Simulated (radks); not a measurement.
Results of a calculation; reference values are marked as such.
Removal energies from the technetium ion Tc10+, [Ar] 3d10 4s2 4p3, by Delta-SCF beside the eigenvalue of the level emptied. Level of theory: scalar-relativistic Kohn-Sham, PBEsol, spin-polarised, spherical densities, finite nucleus; Fermi nuclear charge, rms radius of each element as measured or else 0.836 A^(1/3) + 0.57 fm (a radial shooting solver on a logarithmic mesh with Libxc functionals). Open shells are filled with parallel spins first.

| removed from | final configuration | Delta-SCF (eV) | -eigenvalue (eV) |
|---|---|---|---|
| 4p | [Ar] 3d10 4s2 4p2 | 217.57 | 206.99 |
| 4s | [Ar] 3d10 4s1 4p3 | 242.98 | 232.74 |
| 3d | [Ar] 3d9 4s2 4p3 | 456.12 | 432.32 |
| 3p | [Ne] 3s2 3p5 3d10 4s2 4p3 | 620.42 | 597.80 |
